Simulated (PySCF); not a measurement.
# Unknown: peak-picked proton spectrum

Formula C$_{6}$H$_{4}$F$_{6}$. The spectrum was simulated from the full spin Hamiltonian at 600 MHz with 1.2 Hz Lorentzian lines, from shifts rounded to 0.01 ppm and J to 0.1 Hz, couplings under 1 Hz left out.

Maxima in Hz from TMS (height), grouped by integral:
1H: 4074.4 (10), 4072.8 (21), 4071.2 (26), 4069.6 (21), 4068.0 (10), 4056.4 (11), 4054.8 (22), 4053.2 (28), 4051.6 (22), 4050.1 (11)
1H: 3834.4 (99), 3833.6 (100)
1H: 3661.9 (3), 3659.1 (5), 3658.0 (5), 3655.4 (9), 3653.9 (8), 3652.7 (10), 3651.7 (9), 3649.9 (9), 3648.9 (10), 3647.4 (9), 3646.2 (10), 3645.2 (9), 3643.7 (8), 3642.5 (7), 3641.2 (7), 3639.9 (8), 3638.4 (8), 3637.4 (10), 3636.2 (8), 3634.7 (9), 3633.7 (8), 3631.9 (8), 3630.9 (9), 3629.8 (7), 3628.2 (8), 3625.7 (5), 3624.6 (4), 3621.8 (3)
1H: 3588.0 (40)

PySCF 2.14 calculation with PBE0-D3(BJ)/def2-SVP geometry, shieldings: GIAO PBE0/pcSseg-1 and spin–spin couplings from B3LYP/pcJ-1 (spin–dipole term only in couplings to heteroatoms); a single conformation, fast rotation and ring inversion assumed for equivalent nuclei, isolated molecule, no relativistic terms.

Scale: TMS for $^{1}$H (31.27 ppm) (reference shieldings calculated alike).

Q: Analyse the multiplets.

A: $^{1}$H NMR (600 MHz, computed): δ 6.77 (d of sept, J = 18.0, 1.7 Hz, 1H), 6.39 (d, J = 1.0 Hz, 1H), 6.07 (m, 1H), 5.98 (qqd, J = 2.2, 1.5, 1.0 Hz, 1H). These are first-order names from the parameters used; overlap and second-order distortion can hide them in the list.

Q: What is the compound?

A: SMILES FC(/C=C/C(=C)C(F)(F)F)(F)F.

Numbering as in the mapped SMILES `[CH2:1]=[C:2](/[CH:3]=[CH:4]/[C:5]([F:6])([F:7])[F:8])[C:9]([F:10])([F:11])[F:12]` (H(Xn): hydrogen on atom n). Ha(C1) is cis to C3; Hb(C1) is trans to C3.

1. δ 6.77: H(C3), hydrogen on an alkene CH, coupled to H(C4) (18.0 Hz), F6/F7/F8 and F10/F11/F12 (1.7 Hz).
2. δ 6.39: Hb(C1), hydrogen on a terminal =CH2 carbon, coupled to H(C4) (1.0 Hz).
3. δ 6.07: H(C4), hydrogen on an alkene CH, coupled to H(C3) (18.0 Hz), F6/F7/F8 (6.5 Hz), F10/F11/F12 (2.6 Hz), Hb(C1) and Ha(C1) (1.0 Hz).
4. δ 5.98: Ha(C1), hydrogen on a terminal =CH2 carbon, coupled to F10/F11/F12 (2.2 Hz), F6/F7/F8 (1.5 Hz), H(C4) (1.0 Hz).

This is the structure that produced the data.

Splittings below 1 Hz are ignored in the labels, and close J values are merged. Unscaled 3J(H,H) at this level run about 10 % above measured values.
